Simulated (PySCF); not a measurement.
How methods differ on the excitation energy of Os²⁺

Os²⁺ [Xe] 4f14 5d6 (5D) → Os²⁺ [Xe] 4f14 5d5 6p1 (7P), as a difference of total energies. Calculation: PySCF 2.14, in def2-TZVPPD with the def2 core potential (60 electrons); a scalar-relativistic core potential. Correlated levels: valence: 5s2 5p6 frozen. The calculations carry no spin-orbit coupling.

```
           method  excitation energy (eV)
              UHF                   7.735
    MP2 (valence)                   8.505
SCS-MP2 (valence)                   8.989
   CCSD (valence)                   8.534
CCSD(T) (valence)                   8.579
```

Problem. How much does correlation contribute at CCSD(T) (valence)?

Solution. 8.579 − (7.735) = 0.844 eV, measured against UHF.
